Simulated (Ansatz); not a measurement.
`[AlH2][O][SiH2]Br` + HCl → `Cl[SiH2]Br` + `[OH][AlH2]`  (ligand exchange at the Si–O bond)

Gas-phase electronic energies from Ansatz, PBE0-D4/def2-TZVP geometries. CBS: MP2 limit from def2 TZ/QZ plus the TZ coupled-cluster correction, frozen cores. This one scheme is used for every species. DFT in def2-TZVPP. B3LYP here is the variant with VWN-RPA as its local correlation; programs differ in this. For Br outer-core shells are correlated without core-valence functions, which leaves a few kJ/mol of doubt a bond. Scalar relativity is left out up to krypton. One conformer a species, not always the lowest.

```csv
level,ΔE (kcal/mol)
B3LYP-D4,7.5
ωB97M-V,6.5
PBE0,4.9
CCSD/CBS(def2),7.7
```

Q: What does CCSD(T)/CBS give? (Estimate.)

A: Computed: +7.1 kcal/mol. The listed levels differ from it by 0.4, -0.6, -2.2, 0.6 kcal/mol.

Largest T1 diagnostic among the species: 0.012.

In def2-TZVPP, CCSD(T) changes the Hartree–Fock value by −2.4 kcal/mol (the triples alone add −0.6 kcal/mol) and MP2 by −3.4 kcal/mol. From PBE to PBE0 (25 % exact exchange), in def2-TZVPP and without D4, ΔE moves by +1.3 kcal/mol.
